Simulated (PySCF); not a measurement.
**A thermochemical cycle for CaCl**

CCSD(T) in PySCF with x2c-SVPall on every atom, spin-free X2C, for the lowest determinant that a PBE0 search found; no spin–orbit coupling. CaCl, a doublet (σ ↑), has De = 3.58 eV to neutral atoms, and CaCl⁺, a singlet (closed shell), has De = 3.68 eV to Ca⁺ + Cl.

The adiabatic ionisation energy of CaCl, between the minima, is 5.87 eV.

**Question.** Which ionisation energy of the Ca atom does this level give?

**Answer.** IE(Ca) = IE(molecule) + De(ion) − De(neutral) = 5.87 + 3.68 − 3.58 = 5.97 eV; the measured value is 6.113 eV (NIST ASD).

Correlated steps freeze 10 core orbitals. Correlated levels converge slowly with the basis: in double zeta they bind strong bonds too weakly, by up to about 1 eV, and carry superposition errors of some tenths. For an ion De counts to the pair picked by the measured ionisation energies or electron affinities, which need not be the lowest pair at this level. Where the molecule has an RHF reference, its open-shell atoms are computed with UHF. States were picked by a PBE0 search and need not be the measured ground states.
